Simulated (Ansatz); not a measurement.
`C[CH2][Ge][F]` + H₂ → `[F][GeH]` + `CC` at 700 K and 1 bar (hydrogenolysis of a Ge–C bond).

Isolated molecules relaxed with PBE0-D4/def2-TZVP in Ansatz; ΔE leaves out vibrations. CCSD(T)/CBS adds triple-zeta CCSD(T) − MP2 to the extrapolated MP2 energy (def2 sets, frozen cores). This one scheme is used for every species. For Ge outer-core shells are correlated without core-valence functions, which leaves a few kJ/mol of doubt a bond. Scalar relativity is left out up to krypton. Each species was taken in one conformer, which may not be the lowest.

| species | CCSD(T)/CBS energy (Eh) | H − E (kJ/mol) | S (J/(mol·K)) |
| --- | --- | --- | --- |
| `C[CH2][Ge][F]` | -2255.03793 | 237.1 | 430.8 |
| H₂ | -1.17544 | 46.8 | 155.3 |
| `[F][GeH]` | -2176.50038 | 48.7 | 290.8 |
| `CC` | -79.71954 | 238.1 | 289.3 |

H − E and S are ideal-gas, rigid-rotor, harmonic terms from PBE0-D4/def2-TZVP, for one conformer and one mirror image of each species. The MP2-based limit puts H₂ 0.8 mEh under its directly extrapolated value; such offsets cancel only in part. 1 Eh = 2625.50 kJ/mol, R = 8.31446 J/(mol·K).

Task: By hand: ΔE, ΔH, ΔS and ΔG.

Result: ΔE = (-2176.50038) + (-79.71954) − (-2255.03793) − (-1.17544) = -0.00655 Eh = -17.2 kJ/mol. Δ(H − E) = 48.7 + 238.1 − 237.1 − 46.8 = 2.9, so ΔH = -14.3 kJ/mol. ΔS = 290.8 + 289.3 − 430.8 − 155.3 = -6.0 J/(mol·K). ΔG = -14.3 − 700 × (-6.0)/1000 = -10.1 kJ/mol.

Task: By hand: the equilibrium constant, and the temperature at which ΔG would vanish if ΔH and ΔS stayed fixed.

Result: log₁₀ K = −ΔG/(RT ln 10) = 0.8. ΔG = 0 at ΔH/ΔS = 2383 K, though so small a ΔS makes that figure unsure.

The number of gas molecules stays the same, so ΔS is small and ΔH decides. A doubt of 5 kJ/mol in ΔE shifts log₁₀ K by 0.4 here. Other conformers and mirror images would add mixing entropy, several J/(mol·K) or more a flexible species. Modes under 60 cm⁻¹, often nearly free rotors, make the harmonic entropy too high. These are equilibria of isolated gas molecules and say nothing of rates. Largest T1 diagnostic: 0.014 (customary marks: 0.02 for closed shells, 0.045 for open ones).
